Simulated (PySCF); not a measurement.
A side-by-side comparison of computed properties.

First species: C7H9OP.
Structure used (GFN2-xTB), in Å, numbered top down from 1:
```xyz
18
C7H9OP angstrom
C      3.271    0.128   -0.668
C      2.279   -0.343    0.080
C      0.867   -0.321   -0.256
C     -0.097   -0.771    0.573
P     -1.722   -0.609   -0.211
C     -2.600    0.761    0.636
O     -2.538   -1.820   -0.360
C     -0.965    0.109   -1.701
C      0.356    0.180   -1.538
H      3.113    0.589   -1.628
H      4.295    0.066   -0.339
H      2.504   -0.793    1.039
H      0.073   -1.189    1.550
H     -3.489    0.993    0.053
H     -1.972    1.641    0.737
H     -2.907    0.400    1.615
H     -1.508    0.423   -2.575
H      1.033    0.564   -2.283
```

Second species: C7H9OP.
Bonds: C1–O2, O2–C3, C3–C4 (aromatic), C4–C5 (aromatic), C5–C6, C5–C7 (aromatic), C7–C8 (aromatic), C8–P9 (aromatic), C3–P9 (aromatic). Hydrogens: H10, H11, H12 on C1; H13 on C4; H14, H15, H16 on C6; H17 on C7; H18 on C8.

Levels: PBE0/pcSseg-1 for dipole moment, HOMO energy, LUMO energy and HOMO–LUMO gap; GFN2-xTB for rotational constant A and rotational constant C. Geometries: GFN2-xTB. All species are isolated and taken at one optimised geometry, non-relativistic unless stated. Electronic properties by PySCF.

The conformers computed, where there is a choice (atom-mapped SMILES and torsion angles):
- `[CH2:1]=[CH:2][C:3]1=[CH:4][P@:5]([CH3:6])(=[O:7])[CH:8]=[CH:9]1`: C1–C2–C3–C4 -177°
- `[CH3:1][O:2][c:3]1[cH:4][c:5]([CH3:6])[cH:7][cH:8][p:9]1`: C1–O2–C3–C4 180°

Values for the first species:

| Property | Result |
| --- | --- |
| Dipole moment | 4.59 D |
| HOMO energy | -6.92 eV |
| LUMO energy | -2.22 eV |
| HOMO–LUMO gap | 4.70 eV |
| Rotational constant A | 3.369 GHz |
| Rotational constant C | 0.810 GHz |

Problem. Estimate the same properties for the second species, and the change in each.

Solution. 
```csv
property,first,second,second less first
dipole moment,4.59 D,0.85 D,-3.74 D
HOMO energy,-6.92 eV,-6.48 eV,+0.44 eV
LUMO energy,-2.22 eV,-1.16 eV,+1.06 eV
HOMO–LUMO gap,4.70 eV,5.32 eV,+0.62 eV
rotational constant A,3.369 GHz,2.544 GHz,-0.825 GHz
rotational constant C,0.810 GHz,0.761 GHz,-0.049 GHz
```

On the first: A dipole of 4.59 D is allowed in C1, and pure rotational transitions are dipole-allowed. In atomic units the dipole is 1.81 e·bohr (1 au = 2.5417 D).

On the second: The dipole equals about 2.8 × 10⁻³⁰ C·m (1 D = 3.33564 × 10⁻³⁰ C·m). GFN2-xTB frequencies show an imaginary mode (22i cm⁻¹), so this geometry is no minimum at that level.
